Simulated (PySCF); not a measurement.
Compound: phenyl isothiocyanate, C7H5NS.
Geometry (PBE0-D3(BJ)/def2-SVP, Å), atoms numbered from 1 in this order:
```
atom  x, y, z in Å
S1     4.833   -0.619    0.066
C2     3.267   -0.815    0.015
N3     2.095   -1.011   -0.011
C4     0.742   -0.856   -0.139
C5    -0.109   -1.948    0.084
C6    -1.484   -1.788   -0.048
C7    -2.022   -0.551   -0.401
C8    -1.174    0.535   -0.623
C9     0.203    0.391   -0.495
H10    0.325   -2.910    0.360
H11   -2.143   -2.642    0.128
H12   -3.102   -0.431   -0.503
H13   -1.588    1.507   -0.900
H14    0.876    1.233   -0.666
```

Level: wB97X-D/def2-SVPD in PySCF, non-relativistic, on one gas-phase PBE0-D3(BJ)/def2-SVP geometry that isn't relaxed in the solvent. The solvent is an IEF-PCM continuum (Bondi radii, 1.10 Å for H, scaled by 1.2), and excitations are vertical TDDFT with non-equilibrium linear response and a frozen core. The model holds no explicit solvent molecules, cavitation or dispersion.

Gas-phase singlets (H = HOMO, L = LUMO):

| state | E (eV) | λ (nm) | f | leading configuration |
| --- | --- | --- | --- | --- |
| S1 | 4.753 | 261 | 0.000 | H-1→L 68% |
| S2 | 4.768 | 260 | 0.315 | H→L 77% |
| S3 | 4.983 | 249 | 0.000 | H→L+2 69% |
| S4 | 5.125 | 242 | 0.002 | H→L+1 51% |
| S5 | 6.000 | 207 | 0.367 | H-1→L+2 37% |

**Question.** Give the list for chloroform (ε = 4.711), n² = 2.09.

**Answer.** 
| state | E (eV) | λ (nm) | f | leading configuration | change by rank (eV) |
| --- | --- | --- | --- | --- | --- |
| S1 | 4.727 | 262 | 0.501 | H→L 83% | -0.026 |
| S2 | 4.835 | 256 | 0.000 | H-1→L 47% | +0.067 |
| S3 | 5.007 | 248 | 0.000 | H→L+2 48% | +0.024 |
| S4 | 5.146 | 241 | 0.001 | H→L+1 46% | +0.021 |
| S5 | 5.939 | 209 | 0.539 | H-1→L+2 48% | -0.061 |

**Question.** The ground-state energy changes by -0.124 eV from gas to chloroform. By how much does the total energy of gas-phase S2 change?

**Answer.** E(S2) = E(S0) + excitation energy, so it changes by -0.124 − 0.041 = -0.165 eV: it is lowered more than the ground state, which is what a red shift means. This is the vertical state, with the slow part of the continuum still set for S0.

**Question.** How do the frontier levels move from gas to chloroform?

**Answer.** 
```
orbital  gas (eV)  solvent (eV)  change (eV)                  Löwdin shares, gas              Löwdin shares, solvent
 LUMO+2      1.38          1.31        -0.07           S1 33 %, C2 32 %, N3 24 %           S1 34 %, C2 32 %, N3 24 %
 LUMO+1      0.95          1.12        +0.17  C8 20 %, C5 19 %, C6 18 %, C9 18 %  C8 20 %, C5 19 %, C6 18 %, C9 18 %
   LUMO      0.14          0.18        +0.04  C2 15 %, S1 15 %, C7 14 %, C4 12 %  C2 16 %, S1 16 %, C7 13 %, N3 12 %
   HOMO     -8.44         -8.45        -0.01  S1 33 %, N3 14 %, C7 11 %, C2 10 %  S1 29 %, N3 14 %, C7 12 %, C4 11 %
 HOMO-1     -9.22         -9.36        -0.14           S1 57 %, N3 19 %, C2 18 %           S1 57 %, N3 19 %, C2 17 %
 HOMO-2     -9.69         -9.53        +0.16  C9 21 %, C5 20 %, C6 20 %, C8 20 %  C9 21 %, C5 21 %, C6 20 %, C8 20 %
 HOMO-3    -10.40        -10.41        -0.01  S1 29 %, C7 15 %, C2 14 %, C4 12 %  S1 32 %, C7 14 %, C2 14 %, C4 10 %
```

The HOMO–LUMO gap goes from 8.57 to 8.64 eV.

The run took about 90 s of CPU time (one thread, shared machine). This is the whole response run at wB97X-D/def2-SVPD in chloroform, SCF included.

The pairwise dispersion term of wB97X-D wasn't added to the energies; at a given geometry it leaves orbitals and properties as they are.
